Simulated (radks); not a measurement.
Results of a calculation; reference values are marked as such.
Task: These are the eigenvalues of the occupied orbitals of an atom or ion with whole-number occupations (eV). Level of theory: scalar-relativistic Kohn-Sham, BLYP, spin-polarised, spherical densities, point nucleus (a radial shooting solver on a logarithmic mesh with Libxc functionals).

1s up: -35835.46
1s down: -35835.35
2s up: -5646.397
2s down: -5646.343
2p up: -5068.465
2p down: -5068.373
3s up: -1197.193
3s down: -1197.100
3p up: -1011.252
3p down: -1011.146
3d up: -738.2535
3d down: -738.1514
4s up: -249.7215
4s down: -249.5060
4p up: -190.2327
4p down: -190.0117
4d up: -103.6597
4d down: -103.3570
5s up: -54.5450
5s down: -52.9831
5p up: -40.0720
5p down: -38.4795

Which element is it, and in what charge state? The configuration may be excited. Open shells, if any, are filled with parallel spins first.

Result: Z = 55, caesium, charge +3: Cs3+ in [Kr] 4d10 5s2 5p4. The list shows which subshells hold electrons but not how many an open one holds; the 1s level, -1316.9 hartree, gives Z - s = 51.3 by -(Z - s)^2/2, which with screening and relativity narrows Z to a few neighbours, and the depths of the outer levels then fix element, charge and occupations together.
